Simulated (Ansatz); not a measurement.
Total energies of the cluster SnGe₂ from Ansatz at r2SCAN-D4/def2-TZVP, gas phase (1 Eh = 27.2114 eV = 2625.5 kJ/mol). The reference geometry is relaxed at r2SCAN-D4/def2-TZVP.

```xyz
3

Ge    0.8629   -1.4321   -0.0388
Ge   -0.8687   -0.1285   -0.7690
Sn    0.0058    1.5606    0.8078
```

```json
{"state": "charge 0 singlet", "geometry": "reference", "energy (Eh)": "-4368.37310"}
{"state": "charge 1 doublet", "geometry": "reference", "energy (Eh)": "-4368.09024"}
{"state": "charge 0 triplet", "geometry": "relaxed at r2SCAN-D4/def2-TZVP", "energy (Eh)": "-4368.37193"}
{"state": "charge 0 quintet", "geometry": "relaxed at r2SCAN-D4/def2-TZVP", "energy (Eh)": "-4368.31097"}
{"state": "free Ge atom (triplet)", "geometry": "–", "energy (Eh)": "-2076.90335"}
{"state": "free Sn atom (triplet)", "geometry": "–", "energy (Eh)": "-214.33064"}
```

In the def2 sets Sn takes a core potential; there is no spin–orbit coupling.

Work out the vertical ionisation energy to the doublet.

E(charge 1 doublet) − E(charge 0 singlet) = -4368.09024 − (-4368.37310) = 0.28286 Eh = 7.70 eV. For comparison, −ε of the highest occupied level is 5.30 eV at this level, 2.40 eV less.

Which of the charge 0 states is lowest, and how far above it are the others?

The singlet, but by less than the method's error, so the order isn't settled. triplet: -4368.37193 − (-4368.37310) = 0.00117 Eh = 3.1 kJ/mol; quintet: -4368.31097 − (-4368.37310) = 0.06213 Eh = 163.1 kJ/mol.

What is the binding energy per atom against free atoms?

Atoms: 2 × (-2076.90335) + 1 × (-214.33064) = -4368.13734 Eh. Binding: -4368.13734 − (-4368.37310) = 0.23576 Eh = 6.42 eV, or 2.14 eV for each of 3 atoms (no zero-point energy, no counterpoise term).

At r2SCAN-D4/def2-TZVP the charge 1 doublet is spin-contaminated (final ⟨S²⟩ up to 0.83, 0.75 for a pure state). 

The structure comes from a short search, and lower isomers may exist.
